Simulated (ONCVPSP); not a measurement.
**Which change was made? (Tb, ONCV)**

terbium, optimised norm-conserving Vanderbilt (ONCV), made with ONCVPSP 4.0.1 (PBE, non-relativistic). Core [Kr], reference 4d10 4f9 5s2 5p6 6s1.75 6p0.25. Waves: 5s+6s: rc 1.90 bohr, ncon 4, nbas 8, qcut 5 1/bohr, 2 projectors; 5p+6p: rc 2.95 bohr, ncon 4, nbas 7, qcut 5.7 1/bohr, 2 projectors; 4d: rc 0.60 bohr, ncon 5, nbas 10, qcut 14.7 1/bohr, 2 projectors, debl 2.8 Ha; 4f: rc 1.45 bohr, ncon 4, nbas 8, qcut 11.4 1/bohr, 2 projectors, debl 2.7 Ha. Local part: polynomial inside 0.45 bohr (lpopt 5, dvloc0 6 Ha). Core correction: none.

In the d channel the program set the typed energies aside and used -5.483, 0.250 Ha.

Cutoffs, loose and tight: the cutoffs (Ha) at which the residual kinetic energy of the hardest occupied pseudo-wave falls to 1 and 0.1 mHa per electron. They do not see the model core or the augmentation charge, which bear on the density cutoff. Test errors are all-electron minus pseudo excitation energies from the reference, over the configurations 4d10 4f9 5s2 5p6 6s2 6p0; 4d10 4f9 5s2 5p6 6s1 6p0; 4d10 4f9 5s2 5p6 6s0 6p0; 4d10 4f8 5s2 5p6 6s0 6p0; variants that change the core or the reference have their own tests.

The base gives: outcome: generated, projector energies reset by the program; cutoff, loose: 207 Ha; cutoff, tight: 970 Ha; bound ghosts: s, p; GHOST(+) flags above zero: p; largest test error (meV): tests left out (the all-electron energies of this program are off by 10 to 40 meV for near-neutral 4f atoms).

Q: After one change the result is: outcome: generated, projector energies reset by the program; cutoff, loose: 1530 Ha; cutoff, tight: 1661 Ha; bound ghosts: s, p, d; GHOST(+) flags above zero: p, d, f; largest test error (meV): tests left out (the all-electron energies of this program are off by 10 to 40 meV for near-neutral 4f atoms). Which change was it?
A. all radii scaled by about 0.83 (s 1.58, p 2.44, d 0.50, f 1.20 bohr); local potential polynomial inside 0.38 bohr (lpopt 5, dvloc0 6 Ha)
B. reference 4d10 4f8 5s2 5p6 5d1 6s2; waves 5p: rc 2.95 bohr, ncon 4, nbas 7, qcut 5.7 1/bohr, 2 projectors, debl 2.6 Ha; 4d+5d: rc 0.60 bohr, ncon 5, nbas 10, qcut 14.7 1/bohr, 2 projectors
C. core [Kr] 4d10 5s2, valence charge 17; reference 4f9 5p6 6s2; waves now 6s: rc 3.20 bohr, ncon 3, nbas 8, qcut 1.8 1/bohr, 2 projectors, debl 3.5 Ha; 5p: rc 1.45 bohr, ncon 3, nbas 6, qcut 5.8 1/bohr, 1 projector; d scattering state at 0.05 Ha: rc 2.60 bohr, ncon 4, nbas 8, qcut 4 1/bohr, 2 projectors, debl 1.9 Ha; 4f: rc 1.30 bohr, ncon 4, nbas 9, qcut 12.5 1/bohr, 2 projectors, debl 2.2 Ha; local potential polynomial inside 0.95 bohr (lpopt 5, dvloc0 3 Ha)
D. s: qcut 5.2; p: qcut 5.9; d: qcut 15.3; f: qcut 11.9

A: A. The others give: s: qcut 5.2; p: qcut 5.9; d: qcut 15.3; f: qcut 11.9 → outcome: generated, projector energies reset by the program; cutoff, loose: 130 Ha; cutoff, tight: 950 Ha; bound ghosts: s, p; GHOST(+) flags above zero: p; largest test error (meV): tests left out (the all-electron energies of this program are off by 10 to 40 meV for near-neutral 4f atoms) | core [Kr] 4d10 5s2, valence charge 17; reference 4f9 5p6 6s2; waves now 6s: rc 3.20 bohr, ncon 3, nbas 8, qcut 1.8 1/bohr, 2 projectors, debl 3.5 Ha; 5p: rc 1.45 bohr, ncon 3, nbas 6, qcut 5.8 1/bohr, 1 projector; d scattering state at 0.05 Ha: rc 2.60 bohr, ncon 4, nbas 8, qcut 4 1/bohr, 2 projectors, debl 1.9 Ha; 4f: rc 1.30 bohr, ncon 4, nbas 9, qcut 12.5 1/bohr, 2 projectors, debl 2.2 Ha; local potential polynomial inside 0.95 bohr (lpopt 5, dvloc0 3 Ha) → outcome: generated; cutoff, loose: 70 Ha; cutoff, tight: 78 Ha; bound ghosts: s, d, p; GHOST(+) flags above zero: none; largest test error (meV): tests left out (the all-electron energies of this program are off by 10 to 40 meV for near-neutral 4f atoms) | reference 4d10 4f8 5s2 5p6 5d1 6s2; waves 5p: rc 2.95 bohr, ncon 4, nbas 7, qcut 5.7 1/bohr, 2 projectors, debl 2.6 Ha; 4d+5d: rc 0.60 bohr, ncon 5, nbas 10, qcut 14.7 1/bohr, 2 projectors → outcome: generated; cutoff, loose: 206 Ha; cutoff, tight: 970 Ha; bound ghosts: s, p; GHOST(+) flags above zero: p; largest test error (meV): 3 of 4 tests not solved or not reliable.
